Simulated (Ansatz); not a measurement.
Compare A (`OC1[SiH2]C1(F)F`) with its isomer B (`O=CC(F)(F)[SiH3]`).

Calculated with Ansatz (gas phase, PBE0-D4/def2-TZVP geometries, no zero-point term in ΔE). CBS: MP2 limit from def2 TZ/QZ plus the TZ coupled-cluster correction, frozen cores. DFT in def2-TZVPP. B3LYP here is the variant with VWN-RPA as its local correlation; programs differ in this. One conformer a species, not always the lowest.

Q: Which isomer does CCSD(T)/CBS put lower? Give the gap. (Estimate.)

A: Ansatz gave: B, by 101.6 kJ/mol.

Q: Give E(B) − E(A) in kJ/mol with CCSD(T)/def2-TZVPP, PBE-D4, B3LYP-D4, HF/def2-TZVPP, ωB97M-V, B2PLYP, B3LYP. (Best estimate.)

A: Computed: CCSD(T)/def2-TZVPP -108.8, PBE-D4 -84.2, B3LYP-D4 -109.0, HF/def2-TZVPP -145.3, ωB97M-V -98.7, B2PLYP -110.9, B3LYP -109.1. None reverses the order clearly.

Largest T1 diagnostic: 0.014.

In def2-TZVPP, CCSD(T) changes the Hartree–Fock value by +36.4 kJ/mol (the triples alone add +2.8 kJ/mol) and MP2 by +41.1 kJ/mol.
